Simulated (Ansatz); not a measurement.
This Ansatz (a program for electronic structure) input (CCSD(T)/6-31G**) gives -459.57048 Eh with 19 basis functions. A basis named .json is the Basis Set Exchange file of that set (core-valence sets with the plain set on hydrogen).

Ansatz 0.2 input:
```yaml
crystal:
  periodic: [false, false, false]
  atoms:
    - {symbol: Cl, position_ang: [0.00000000, 0.00000000, 0.00000000]}
basis:
  gaussian:
    orbitals: 6-31G__.json
magnetization: {spin_polarized: true, initial_magnetization: 1}
correlation: {method: ccsd_t, electrons: outside_noble_gas}
scf: {lower_state_search: full}
```

Change:
```diff
- orbitals: 6-31G__.json
+ orbitals: cc-pV_T+d_Z.json
```

Q: What does the run give now?

A: -459.67356 Eh (CCSD(T)/cc-pV(T+d)Z, 39 functions), a change of -103.08 mEh.
